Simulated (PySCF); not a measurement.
C4H12O2Si, singlet, geometry from GFN2-xTB, atoms displaced at random by about 0.03 Å a coordinate. Base run: TPSS/STO-3G, gradient (PySCF).

The PySCF input:
```python
from pyscf import gto, scf, dft

mol = gto.M(
    atom='''
Si    1.05517340   -0.74069400    0.05680211
O     1.54650754    0.77925660    0.24675834
C     2.88287892    1.25798597    0.29866112
O    -0.54695161   -0.77131778    0.21071996
C    -1.62874715   -0.16508318   -0.53118734
C    -2.81943557   -0.98531599   -0.31335199
C    -1.71883284    1.25877853   -0.08862470
H     1.39749674   -1.57467406    1.17223462
H     1.54165121   -1.17495540   -1.20908104
H     3.39839350    0.83104702    1.12791735
H     3.43658488    0.99134662   -0.68440376
H     2.85322929    2.29480446    0.42369823
H    -1.33979241   -0.27508467   -1.62192679
H    -3.67793077   -0.61047488   -0.89859824
H    -3.14179172   -0.98174763    0.79409978
H    -2.75119247   -1.99990766   -0.60401170
H    -2.52412215    1.68761629   -0.67641399
H    -0.74204129    1.79463075   -0.21238079
H    -2.04246255    1.33059071    0.98457392
''',
    basis='sto-3g',
    verbose=4,
)

mf = dft.RKS(mol)
mf.xc = 'tpss'
mf.kernel()
g = mf.nuc_grad_method()
grad = g.kernel()
```

The coordinate followed is z of atom 13.

Each row names what was changed in the base input (with any setting that the change needs).

```tsv
change	dE/dx (Eh/bohr)	net force (Eh/bohr)
base	-0.000128	0.000217
grids.level = 1; grid_response = off	-0.000141	0.001106
conv_tol = 1e-6	-0.000133	0.000217
finite difference step (bohr) = 1e-5; conv_tol = 1e-11	-0.000130	-
finite difference step (bohr) = 0.01; conv_tol = 1e-11	-0.000116	-
density fitting = on	-0.000115	0.000217
density fitting = on; auxbasis_response = off	-0.000046	0.004282
grids.level = 1; grid_response = on	-0.000116	0.000000
grids.level = 5; grid_response = off	-0.000129	0.000015
finite difference step (bohr) = 1e-3; conv_tol = 1e-11	-0.000130	-
grids.level = 5; grid_response = on	-0.000129	0.000000
finite difference step (bohr) = 0.05; conv_tol = 1e-11	0.000223	-
```

The net force is zero for an exact gradient.
